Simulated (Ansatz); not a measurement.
C₂H₇Cl₃O₃W, SMILES `C[O][W]([OH])([Cl])([Cl])([Cl])[O]C`, relaxed with RKS PBE0-D4/def2-TZVP in Ansatz from a GFN2-xTB geometry. The force threshold is 0.005 eV/Å; the program also tests the step.

Total charge 0; spin multiplicity 1. W takes the def2 core potential.

Start:

```xyz
16

C    -1.280   -1.149   -2.392
O    -0.516   -0.198   -1.714
W     0.247    0.358   -0.207
O    -0.110    2.118   -0.527
Cl   -1.877    0.041    0.841
Cl    0.722   -1.869    0.190
Cl    2.368    0.579   -1.226
O     0.900    0.664    1.419
C     1.045    0.240    2.741
H    -0.840   -2.145   -2.225
H    -2.304   -1.127   -1.992
H    -1.299   -0.930   -3.465
H    -0.282    3.050   -0.694
H     1.645   -0.683    2.760
H     1.539    1.014    3.339
H     0.042    0.037    3.152
```

**Question.** By how much does the energy fall, and how many steps does the optimiser take? (An estimate is asked.)

**Answer.** Ansatz gave: 0.31 eV, in 27 steps, 1 of them rejected.

**Question.** Which bonds change most? (Best estimate.)

**Answer.** The calculation gave: O2–W3 from 1.778 to 1.839 Å; W3–O8 from 1.779 to 1.839 Å; W3–Cl5 from 2.390 to 2.342 Å; W3–O4 from 1.824 to 1.865 Å.

**Question.** Give the relaxed structure. (Best estimate.)

**Answer.** Ansatz gave: 
```xyz
16

C    -1.317   -1.239   -2.237
O    -0.602   -0.149   -1.747
W     0.219    0.500   -0.235
O    -0.163    2.297   -0.557
Cl   -1.839    0.074    0.799
Cl    1.098   -1.670   -0.034
Cl    2.256    1.038   -1.289
O     0.838    0.733    1.480
C     0.899    0.119    2.728
H    -0.725   -2.150   -2.111
H    -2.254   -1.332   -1.678
H    -1.530   -1.070   -3.294
H     0.387    2.966   -0.970
H     1.392   -0.854    2.632
H     1.461    0.761    3.408
H    -0.119   -0.024    3.106
```
